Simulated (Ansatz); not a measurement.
HB, SMILES `[BH]` (lower singlet) (charge 0, multiplicity 1). This singlet lies 1.33 eV below the relaxed triplet at the level composite: frozen-core CCSD(T) with HF/cc-pV5Z and the correlation energy extrapolated as X^-3 from cc-pVQZ and cc-pV5Z, plus full CI minus CCSD(T) in cc-pVDZ // B3LYP-D3(BJ)/def2-TZVP (Ansatz, a program for electronic structure).

Cartesian coordinates (Å):
```xyz
2

B      0.6165     0.0000     0.0000
H     -0.6165     0.0000     0.0000
```
Charge 0, multiplicity 1.

Frozen-core energies in 6-31g from Ansatz at a geometry from B3LYP-D3(BJ)/def2-TZVP; the HF reference has <S^2> = 0.00 (restricted, and unstable towards unrestricted orbitals) and the T1 diagnostic is 0.014.

```
level    energy (Ha)
-------  -----------
HF         -25.10897
MP2        -25.14680
CCSD       -25.17060
CCSD(T)    -25.17131
```

Task: Estimate the energies of CCSDT, CCSDT(Q) and full CI, and give each level's error against full CI.

Result: 
```json
[
 {"level": "MP2", "energy (Ha)": "-25.14680", "error against full CI (mHa)": "24.81"},
 {"level": "CCSD", "energy (Ha)": "-25.17060", "error against full CI (mHa)": "1.01"},
 {"level": "CCSD(T)", "energy (Ha)": "-25.17131", "error against full CI (mHa)": "0.30"},
 {"level": "CCSDT", "energy (Ha)": "-25.17156", "error against full CI (mHa)": "0.06"},
 {"level": "CCSDT(Q)", "energy (Ha)": "-25.17160", "error against full CI (mHa)": "0.02"},
 {"level": "full CI", "energy (Ha)": "-25.17161", "error against full CI (mHa)": "0.00"}
]
```
